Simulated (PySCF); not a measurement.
C2H6AlCl (SMILES [CH3][Al]([CH3])[Cl]), singlet, at a GFN2-xTB geometry (such geometries of metal compounds can be far from the true shape), with bond 10-1 at 1.5 times its length; PBE0/6-31G in PySCF.

The PySCF input:
```python
from pyscf import gto, scf, dft

mol = gto.Mole()
mol.atom = '''
    Al    0.19336810   -0.22362314    0.20469739
    C     2.04881583   -0.63261564   -0.39867224
    H     2.55571720   -1.37044326    0.22610362
    H     2.67493413    0.26590339   -0.40733043
    H     2.05971573   -1.01409035   -1.42528396
    C    -0.68671713   -0.95115699    1.83877495
    H    -1.53792036   -1.59181966    1.58505454
    H    -1.09258753   -0.14857686    2.46389001
    H    -0.01687042   -1.54313835    2.46532995
    Cl   -1.44927521    1.68344994   -1.53259393
'''
mol.basis = '6-31g'
mol.verbose = 4
mol.build()

mf = dft.RKS(mol)
mf.xc = 'pbe0'
mf.kernel()
mo_i, mo_e, stable_i, stable_e = mf.stability(internal=True, external=True, return_status=True, nroots=6, tol=1e-6)
print('internally stable:', stable_i, ' externally stable:', stable_e)
if not stable_e:
    umf = mf.to_uhf() if not hasattr(mf, 'xc') else mf.to_uks()
    umf.scf_summary = {}
    umf.kernel(umf.make_rdm1(mo_e, umf.mo_occ))
```

Output, abridged:

```
PySCF version 2.14.0

[INPUT] verbose = 4
[INPUT] num. atoms = 10
[INPUT] num. electrons = 48
[INPUT] charge = 0
[INPUT] spin (= nelec alpha-beta = 2S) = 0
[INPUT] symmetry False subgroup None
[INPUT] Mole.unit = angstrom
[INPUT] Symbol           X                Y                Z      unit          X                Y                Z       unit  Magmom
[INPUT]  1 Al     0.193368100000  -0.223623140000   0.204697390000 AA    0.365412750228  -0.422586489715   0.386822005513 Bohr   0.0
[INPUT]  2 C      2.048815830000  -0.632615640000  -0.398672240000 AA    3.871700798373  -1.195470301716  -0.753381347067 Bohr   0.0
[INPUT]  3 H      2.555717200000  -1.370443260000   0.226103620000 AA    4.829605559840  -2.589762430656   0.427273917573 Bohr   0.0
[INPUT]  4 H      2.674934130000   0.265903390000  -0.407330430000 AA    5.054892906952   0.502484582693  -0.769742954901 Bohr   0.0
[INPUT]  5 H      2.059715730000  -1.014090350000  -1.425283960000 AA    3.892298624159  -1.916353027064  -2.693396334136 Bohr   0.0
[INPUT]  6 C     -0.686717130000  -0.951156990000   1.838774950000 AA   -1.297707300747  -1.797426212566   3.474781060211 Bohr   0.0
[INPUT]  7 H     -1.537920360000  -1.591819660000   1.585054540000 AA   -2.906248281793  -3.008103197098   2.995318973098 Bohr   0.0
[INPUT]  8 H     -1.092587530000  -0.148576860000   2.463890010000 AA   -2.064691198815  -0.280769573848   4.656077319952 Bohr   0.0
[INPUT]  9 H     -0.016870420000  -1.543138350000   2.465329950000 AA   -0.031880473406  -2.916108853813   4.658798412188 Bohr   0.0
[INPUT] 10 Cl    -1.449275210000   1.683449940000  -1.532593930000 AA   -2.738733226022   3.181259331015  -2.896182787871 Bohr   0.0

nuclear repulsion = 162.131354350638
number of shells = 36
number of NR pGTOs = 160
number of NR cGTOs = 56
basis = 6-31g
ecp = {}

******** <class 'pyscf.dft.rks.RKS'> ********
method = RKS
initial guess = minao
damping factor = 0
level_shift factor = 0
DIIS = <class 'pyscf.scf.diis.CDIIS'>
diis_start_cycle = 1
diis_space = 8
diis_damp = 0
SCF conv_tol = 1e-09
SCF conv_tol_grad = None
SCF max_cycles = 50
direct_scf = True
direct_scf_tol = 1e-13
XC library pyscf.dft.libxc version 7.1.2
    S. Lehtola, C. Steigemann, M. J. T. Oliveira, and M. A. L. Marques,  SoftwareX 7, 1–5 (2018)
XC functionals = pbe0
    C. Adamo and V. Barone,  J. Chem. Phys. 110, 6158 (1999)
    M. Ernzerhof and G. E. Scuseria,  J. Chem. Phys. 110, 5029 (1999)
radial grids:
    Treutler-Ahlrichs [JCP 102, 346 (1995); DOI:10.1063/1.469408] (M4) radial grids

becke partition: Becke, JCP 88, 2547 (1988); DOI:10.1063/1.454033
pruning grids: <function nwchem_prune>
grids dens level: 3
symmetrized grids: False
atomic radii adjust function: <function treutler_atomic_radii_adjust>
small_rho_cutoff = 0
Set gradient conv threshold to 3.16228e-05
Initial guess from minao.
tot grids = 125144
init E= -781.772368143067
cycle= 1 E= -781.914734342358  delta_E= -0.142  |g|= 0.54  |ddm|= 2.44
cycle= 2 E= -781.558914758412  delta_E= 0.356  |g|= 1.09  |ddm|= 2.13
cycle= 3 E= -782.008665032523  delta_E= -0.45  |g|= 0.229  |ddm|= 1.62
cycle= 4 E= -782.026113009777  delta_E= -0.0174  |g|= 0.0668  |ddm|= 0.362
cycle= 5 E= -782.027452816216  delta_E= -0.00134  |g|= 0.0133  |ddm|= 0.0696
cycle= 6 E= -782.02753817829  delta_E= -8.54e-05  |g|= 0.00198  |ddm|= 0.0233
cycle= 7 E= -782.027539968147  delta_E= -1.79e-06  |g|= 0.000139  |ddm|= 0.00372
cycle= 8 E= -782.027539990985  delta_E= -2.28e-08  |g|= 2.8e-05  |ddm|= 0.000555
cycle= 9 E= -782.027539991546  delta_E= -5.61e-10  |g|= 5.09e-06  |ddm|= 7.62e-05
Extra cycle  E= -782.027539991558  delta_E= -1.14e-11  |g|= 4.92e-06  |ddm|= 1.91e-05
converged SCF energy = -782.027539991558
rhf_internal: lowest eigs of H = [0.48564085 0.48806399 0.58088082 0.58123356 0.67100287 0.83155694]
<class 'pyscf.dft.rks.RKS'> wavefunction is stable in the internal stability analysis
rhf_real2complex: lowest eigs of H = [0.10729551 0.10812497 0.14355981 0.1443651  0.14668478 0.16580163]
<class 'pyscf.dft.rks.RKS'> wavefunction is stable in the real -> complex stability analysis
rhf_external: lowest eigs of H = [0.07333554 0.09327666 0.09408425 0.13899876 0.14295467 0.14670822]
<class 'pyscf.dft.rks.RKS'> wavefunction is stable in the RHF/RKS -> UHF/UKS stability analysis
internally stable: True  externally stable: True
```
